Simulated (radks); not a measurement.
The table gives one normalised radial function P(r) = r R(r) of Si2.5+ in [Ne] 3s(up 1, down 0.5) (r in bohr). Calculated with a radial shooting solver on a logarithmic mesh with Libxc functionals: non-relativistic Kohn-Sham, PBEsol, spin-polarised, spherical densities, point nucleus.

r	P
0.009213	0.0069
0.01321	0.0138
0.01878	0.0268
0.02691	0.0521
0.03827	0.0975
0.05485	0.1794
0.07799	0.3119
0.1109	0.5115
0.159	0.7829
0.226	1.0697
0.324	1.2808
0.4606	1.2810
0.6603	1.0198
0.9388	0.6121
1.335	0.2522
1.913	0.0603
2.721	0.0071
3.9	0.0003
5.545	0.0000

Which n and l does it have? It may be an empty orbital.

Answer. n = 2, l = 1: the number of nodes gives n - l - 1 = 0, the rise at small r (about r^(l+1)) gives l, and the extent must fit the shell. The curve is that of 2p down; the table hardly tells the two spins apart. 2p down: eigenvalue -124.06 eV, 0 radial nodes, <r> = 0.536 bohr, 90 % of the charge inside 0.899 bohr.
